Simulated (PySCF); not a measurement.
Cd(H)(OSiH3) (CdH4OSi), SMILES [SiH3][O][CdH]. Heavy atoms are numbered as in [CdH:1][O:3][SiH3:4]. Hydrogens are named by the atom that carries them.

Coordinates come from a PBE-D3(BJ)/def2-TZVP optimisation. The def2 effective core potentials stand for the cores of Cd; spin–orbit coupling is left out.

These are M06-2X/def2-TZVPD run with PySCF values and carry that method's errors.

Mulliken values depend strongly on the basis, most of all with diffuse functions as here. ESP charges are fitted to the potential on shells at 1.4 to 2.0 van der Waals radii. Atomic charges (e), one atom of each kind:

```
atom        ESP fit  Mulliken
----------  -------  --------
Cd1 (CdH)      0.76      0.82
H on Cd1      -0.27     -0.15
O3            -0.55     -0.72
Si4 (SiH3)     0.32      0.25
H on Si4      -0.10     -0.07
```
